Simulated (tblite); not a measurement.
A geometry optimisation, step by step.

Compound: C10H8.
Bonds: C1–C2 (triple), C2–C3, C3–C4 (aromatic), C4–C5 (aromatic), C5–C6 (aromatic), C6–C7 (aromatic), C7–C8 (aromatic), C8–C9 (aromatic), C9–C10 (double), C3–C9 (aromatic). Hydrogens: H11 on C1; H12 on C4; H13 on C5; H14 on C6; H15 on C7; H16 on C8; H17, H18 on C10.

Computed with GFN2-xTB (tblite), gas phase: L-BFGS steps from a force-field or distance-geometry start until the largest atomic force falls under 0.01 eV/Å. 10 of its 47 geometries are shown.

Step 0: E = -689.1038 eV, largest atomic force 2.854 eV/Å
```
atom  x, y, z in Å  |  force x, y, z in eV/Å
C1      3.450   -0.390    0.286   -1.407   0.035  -0.216
C2      2.240   -0.377    0.127    1.852   0.155   0.334
C3      0.821   -0.357   -0.028    1.041   0.965   0.484
C4      0.261   -1.526   -0.284   -1.523  -1.498  -0.059
C5     -1.161   -1.794   -0.478    0.731   0.018  -0.137
C6     -2.226   -1.008   -0.240    0.125   0.889   0.225
C7     -2.211    0.352    0.322   -0.211  -0.316   0.103
C8     -1.185    1.213    0.482    0.012  -1.391  -0.214
C9      0.214    0.965    0.098   -1.373  -1.080   0.244
C10     0.960    2.004   -0.139    1.201   2.567  -0.333
H11     4.511   -0.384    0.405   -0.665  -0.052  -0.070
H12     0.952   -2.369   -0.317   -0.426  -0.051  -0.199
H13    -1.365   -2.768   -0.895    0.002  -0.207   0.015
H14    -3.203   -1.434   -0.487    0.246   0.348   0.242
H15    -3.171    0.736    0.678    0.087  -0.348  -0.278
H16    -1.405    2.171    0.933    0.190  -0.003  -0.099
H17     2.000    1.988   -0.427   -0.142  -0.114   0.015
H18     0.507    2.984   -0.047    0.257   0.085  -0.058
```

Step 5: E = -689.3421 eV, largest atomic force 0.348 eV/Å
```
atom  x, y, z in Å  |  force x, y, z in eV/Å
C1      3.442   -0.389    0.283    0.130   0.003   0.013
C2      2.251   -0.367    0.137   -0.229   0.021   0.062
C3      0.840   -0.352   -0.011   -0.150  -0.125  -0.003
C4      0.236   -1.541   -0.266    0.120   0.235   0.128
C5     -1.153   -1.792   -0.488   -0.031  -0.013  -0.021
C6     -2.213   -0.989   -0.239    0.104  -0.062  -0.013
C7     -2.219    0.331    0.331    0.038  -0.091   0.057
C8     -1.179    1.164    0.484    0.173  -0.081   0.004
C9      0.212    0.970    0.089    0.187   0.287  -0.064
C10     0.969    2.056   -0.138   -0.198  -0.077   0.068
H11     4.485   -0.388    0.402    0.003  -0.030  -0.006
H12     0.919   -2.382   -0.333   -0.230  -0.124  -0.079
H13    -1.367   -2.775   -0.891   -0.007  -0.005   0.029
H14    -3.185   -1.407   -0.469   -0.082   0.087   0.058
H15    -3.179    0.713    0.661   -0.058  -0.188  -0.105
H16    -1.387    2.144    0.915    0.117  -0.188  -0.090
H17     2.000    1.986   -0.429   -0.021   0.083  -0.001
H18     0.518    3.024   -0.050    0.133   0.270  -0.036
```

Step 10: E = -689.3747 eV, largest atomic force 0.200 eV/Å
```
atom  x, y, z in Å  |  force x, y, z in eV/Å
C1      3.439   -0.388    0.284   -0.027  -0.002   0.013
C2      2.244   -0.366    0.155    0.046  -0.014   0.012
C3      0.836   -0.346   -0.008    0.057   0.038   0.013
C4      0.231   -1.531   -0.258   -0.082  -0.038  -0.033
C5     -1.154   -1.796   -0.489   -0.034  -0.024  -0.028
C6     -2.213   -1.000   -0.238   -0.042  -0.018  -0.009
C7     -2.205    0.312    0.336    0.034   0.018  -0.025
C8     -1.164    1.148    0.483   -0.069  -0.037  -0.005
C9      0.223    0.987    0.084   -0.056  -0.108  -0.010
C10     0.963    2.079   -0.136    0.135   0.142  -0.038
H11     4.482   -0.395    0.400   -0.024  -0.018   0.000
H12     0.878   -2.398   -0.342    0.002   0.042   0.029
H13    -1.365   -2.780   -0.887    0.018  -0.059  -0.011
H14    -3.198   -1.393   -0.459    0.024  -0.015   0.024
H15    -3.179    0.675    0.642    0.004   0.002   0.036
H16    -1.368    2.123    0.907   -0.033   0.026   0.039
H17     1.994    2.008   -0.428    0.057   0.041  -0.018
H18     0.546    3.067   -0.057   -0.009   0.022   0.011
```

Step 15: E = -689.3782 eV, largest atomic force 0.037 eV/Å
```
atom  x, y, z in Å  |  force x, y, z in eV/Å
C1      3.438   -0.389    0.288   -0.018  -0.013   0.008
C2      2.243   -0.371    0.159   -0.025  -0.004  -0.007
C3      0.835   -0.343   -0.010   -0.017   0.018  -0.023
C4      0.222   -1.527   -0.263    0.026   0.017   0.003
C5     -1.160   -1.803   -0.496    0.005   0.032   0.004
C6     -2.218   -1.005   -0.241    0.022  -0.004  -0.019
C7     -2.203    0.310    0.331    0.017  -0.006   0.002
C8     -1.163    1.148    0.481    0.013  -0.001  -0.030
C9      0.228    0.994    0.078    0.008   0.031  -0.009
C10     0.973    2.088   -0.139   -0.025  -0.022   0.002
H11     4.481   -0.401    0.401   -0.020  -0.014   0.009
H12     0.873   -2.392   -0.336    0.014   0.002   0.011
H13    -1.361   -2.793   -0.889   -0.007   0.023   0.012
H14    -3.204   -1.399   -0.453   -0.013  -0.014   0.015
H15    -3.176    0.669    0.649    0.034  -0.002   0.014
H16    -1.373    2.121    0.914   -0.001  -0.032  -0.002
H17     2.006    2.024   -0.432   -0.028   0.009   0.011
H18     0.551    3.076   -0.055    0.014  -0.021   0.001
```

Step 20: E = -689.3794 eV, largest atomic force 0.025 eV/Å
```
atom  x, y, z in Å  |  force x, y, z in eV/Å
C1      3.432   -0.394    0.292    0.007  -0.010   0.002
C2      2.238   -0.372    0.159    0.001   0.020  -0.006
C3      0.832   -0.339   -0.016   -0.005  -0.007  -0.012
C4      0.222   -1.524   -0.265    0.003  -0.004  -0.010
C5     -1.159   -1.801   -0.500   -0.001  -0.010   0.000
C6     -2.219   -1.006   -0.245    0.002  -0.003   0.014
C7     -2.199    0.306    0.329   -0.007   0.008   0.002
C8     -1.161    1.147    0.473    0.001   0.005   0.010
C9      0.228    0.998    0.071    0.000   0.010  -0.023
C10     0.974    2.092   -0.141   -0.011   0.004  -0.002
H11     4.475   -0.408    0.404    0.008  -0.017   0.017
H12     0.875   -2.387   -0.330    0.003  -0.005   0.000
H13    -1.361   -2.793   -0.886    0.003  -0.007  -0.006
H14    -3.205   -1.404   -0.445    0.004  -0.002  -0.003
H15    -3.167    0.667    0.656   -0.014  -0.006   0.011
H16    -1.375    2.113    0.917    0.013   0.015  -0.001
H17     2.007    2.031   -0.431    0.004  -0.009   0.003
H18     0.554    3.079   -0.054   -0.012   0.020   0.004
```

Step 26: E = -689.3802 eV, largest atomic force 0.033 eV/Å
```
atom  x, y, z in Å  |  force x, y, z in eV/Å
C1      3.429   -0.403    0.297    0.000   0.001   0.001
C2      2.236   -0.364    0.154    0.009  -0.011  -0.012
C3      0.831   -0.333   -0.028    0.016   0.002   0.004
C4      0.224   -1.522   -0.271   -0.010  -0.002   0.001
C5     -1.157   -1.803   -0.502    0.003   0.007   0.000
C6     -2.217   -1.008   -0.243    0.000  -0.001  -0.001
C7     -2.198    0.306    0.331   -0.002  -0.013   0.010
C8     -1.162    1.149    0.469   -0.015  -0.001  -0.005
C9      0.225    1.003    0.058   -0.010  -0.027   0.016
C10     0.971    2.099   -0.145    0.010   0.004  -0.004
H11     4.471   -0.424    0.417   -0.008  -0.012   0.014
H12     0.878   -2.386   -0.327   -0.006   0.017  -0.012
H13    -1.359   -2.795   -0.887    0.007   0.011   0.004
H14    -3.204   -1.408   -0.440    0.011   0.008   0.006
H15    -3.165    0.661    0.668    0.001  -0.007   0.001
H16    -1.371    2.114    0.918   -0.011   0.007  -0.006
H17     2.006    2.034   -0.429    0.006   0.014  -0.014
H18     0.552    3.086   -0.051   -0.001   0.001  -0.003
```

Step 31: E = -689.3807 eV, largest atomic force 0.031 eV/Å
```
atom  x, y, z in Å  |  force x, y, z in eV/Å
C1      3.429   -0.409    0.300    0.002  -0.004   0.004
C2      2.237   -0.363    0.146   -0.003  -0.001   0.011
C3      0.832   -0.330   -0.034   -0.008   0.006   0.004
C4      0.225   -1.519   -0.274    0.015   0.008  -0.002
C5     -1.156   -1.801   -0.503   -0.003  -0.001   0.004
C6     -2.215   -1.008   -0.240   -0.005   0.000   0.009
C7     -2.199    0.304    0.336    0.007   0.013  -0.006
C8     -1.164    1.151    0.467    0.020  -0.002   0.012
C9      0.224    1.005    0.055    0.014   0.028   0.001
C10     0.970    2.101   -0.147   -0.006   0.002   0.002
H11     4.469   -0.440    0.432    0.004  -0.005   0.003
H12     0.879   -2.381   -0.331    0.012  -0.013  -0.016
H13    -1.356   -2.794   -0.887   -0.003  -0.005  -0.008
H14    -3.201   -1.409   -0.436   -0.018  -0.009  -0.001
H15    -3.166    0.654    0.676    0.004   0.005   0.003
H16    -1.372    2.116    0.914   -0.011  -0.008  -0.011
H17     2.005    2.041   -0.433   -0.015  -0.006  -0.006
H18     0.551    3.088   -0.051   -0.005  -0.008  -0.005
```

Step 36: E = -689.3811 eV, largest atomic force 0.020 eV/Å
```
atom  x, y, z in Å  |  force x, y, z in eV/Å
C1      3.429   -0.414    0.304   -0.001  -0.005   0.008
C2      2.238   -0.363    0.145    0.001   0.007   0.011
C3      0.833   -0.327   -0.036    0.000  -0.013   0.007
C4      0.227   -1.516   -0.278   -0.013  -0.006  -0.010
C5     -1.155   -1.800   -0.502    0.001  -0.002  -0.009
C6     -2.216   -1.010   -0.237    0.007  -0.004   0.000
C7     -2.197    0.303    0.338   -0.001  -0.011   0.005
C8     -1.163    1.151    0.468   -0.012   0.001  -0.005
C9      0.225    1.008    0.055   -0.008  -0.018  -0.002
C10     0.968    2.105   -0.149   -0.004  -0.004  -0.003
H11     4.468   -0.452    0.443    0.003  -0.001  -0.002
H12     0.882   -2.379   -0.340   -0.005   0.018  -0.007
H13    -1.354   -2.793   -0.889    0.001   0.005   0.002
H14    -3.203   -1.412   -0.431    0.016   0.002   0.011
H15    -3.164    0.653    0.682    0.006   0.010  -0.006
H16    -1.377    2.118    0.909    0.007   0.006   0.008
H17     2.002    2.045   -0.439    0.007   0.002  -0.005
H18     0.547    3.090   -0.053   -0.004   0.013  -0.003
```

Step 41: E = -689.3814 eV, largest atomic force 0.017 eV/Å
```
atom  x, y, z in Å  |  force x, y, z in eV/Å
C1      3.428   -0.422    0.311   -0.005   0.001   0.006
C2      2.239   -0.361    0.149   -0.004  -0.010   0.004
C3      0.834   -0.326   -0.036    0.003   0.011  -0.003
C4      0.228   -1.514   -0.284    0.012   0.005   0.000
C5     -1.153   -1.800   -0.505    0.004   0.007  -0.002
C6     -2.214   -1.012   -0.232   -0.002   0.004   0.001
C7     -2.196    0.301    0.342   -0.003   0.010  -0.003
C8     -1.163    1.151    0.467    0.005   0.002   0.006
C9      0.224    1.009    0.054    0.002   0.008   0.003
C10     0.965    2.107   -0.153    0.005   0.002  -0.007
H11     4.467   -0.463    0.453   -0.008   0.003  -0.002
H12     0.885   -2.373   -0.352    0.006  -0.012  -0.003
H13    -1.353   -2.792   -0.891    0.000   0.000  -0.005
H14    -3.200   -1.415   -0.423   -0.008  -0.007   0.008
H15    -3.161    0.654    0.685   -0.013  -0.010  -0.003
H16    -1.378    2.119    0.907    0.007  -0.001   0.005
H17     1.998    2.049   -0.446   -0.002   0.000   0.002
H18     0.543    3.093   -0.057    0.000  -0.014  -0.006
```

Step 46: E = -689.3816 eV, largest atomic force 0.008 eV/Å
```
atom  x, y, z in Å  |  force x, y, z in eV/Å
C1      3.426   -0.426    0.318    0.003   0.004   0.001
C2      2.238   -0.362    0.153    0.001   0.004  -0.003
C3      0.834   -0.324   -0.036   -0.002  -0.006  -0.001
C4      0.230   -1.512   -0.289   -0.006  -0.002  -0.001
C5     -1.152   -1.798   -0.508   -0.003  -0.002   0.002
C6     -2.213   -1.012   -0.229    0.001   0.002  -0.003
C7     -2.196    0.302    0.344    0.001  -0.002  -0.001
C8     -1.163    1.152    0.469   -0.001   0.000  -0.001
C9      0.224    1.010    0.054    0.000  -0.001   0.000
C10     0.964    2.108   -0.157   -0.001  -0.003   0.003
H11     4.465   -0.469    0.458    0.005   0.001   0.006
H12     0.887   -2.371   -0.361   -0.005   0.003   0.001
H13    -1.352   -2.790   -0.894   -0.001   0.004  -0.004
H14    -3.200   -1.418   -0.414    0.004   0.000   0.004
H15    -3.163    0.652    0.686    0.004  -0.001   0.001
H16    -1.376    2.120    0.908   -0.002  -0.002   0.005
H17     1.997    2.051   -0.450    0.002  -0.005  -0.001
H18     0.541    3.093   -0.062    0.000   0.004  -0.007
```

Q: Summarise the path.

A: The energy falls by 0.2778 eV from step 0 to step 46; nine tenths of that is first reached at step 6. It falls at every step. The largest force goes from 2.854 to 0.008 eV/Å. Among the bonds C9=C10 changes most, from 1.301 to 1.341 Å; the atoms move by 0.068 Å rms after alignment.

The cost below is that of the whole relaxation. On AMD EPYC 9R45, one thread, no GPU, shared host, this took 0.2 s wall.
